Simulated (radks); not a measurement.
Spherical jellium clusters: N electrons in a uniform positive sphere of charge N and radius rs N^(1/3), rs = 4.31 bohr. Calculated with a radial shooting solver with Libxc functionals: non-relativistic Kohn-Sham, LDA (Slater exchange, Perdew-Wang correlation), spin-polarised, spherical densities. Levels are named by radial order and angular momentum (1s, 1p, 1d, 2s, ...), and open shells are averaged over m.

N = 33, configuration 1s2 1p6 1d10 2s2 1f(up 7, down 6). This is the lowest configuration that the search found. Occupied and some empty levels:

level    occupation  eigenvalue (eV)  <r> (bohr)
1s up             1          -4.8793       7.782
1s down           1          -4.8574       7.696
1p up             3          -4.3011       9.624
1p down           3          -4.2666       9.586
1d up             5          -3.6295       10.70
1d down           5          -3.5899       10.69
2s up             1          -3.4518       8.566
2s down           1          -3.4314       8.625
1f up             7          -2.8495       11.51
1f down           6          -2.8085       11.51
2p up             0          -2.4358       9.594
2p down           0          -2.4173       9.614
1g up             0          -1.9693       12.22
1g down           0          -1.9292       12.24
2d up             0          -1.4155       11.25
2d down           0          -1.3956       11.26

Energy (eV): total -63.0772, kinetic 50.598, external -2553.1, Hartree 1268.4, exchange-correlation -115.04, background 1286.1.

Electron density:

r (bohr)  n(r) (e/bohr^3)
0.985            0.004011
2.08             0.003592
3.18             0.003051
4.27             0.002609
5.37             0.002442
6.47             0.002600
7.56             0.002991
8.66             0.003411
9.76             0.003604
10.8             0.003349
11.9             0.002605
13.1             0.001631
14.1            0.0008221
15.2            0.0003481
16.3            0.0001325
17.4           0.00004743
18.5           0.00001607
19.6            5.332e-06
20.7            1.723e-06
21.8            5.514e-07
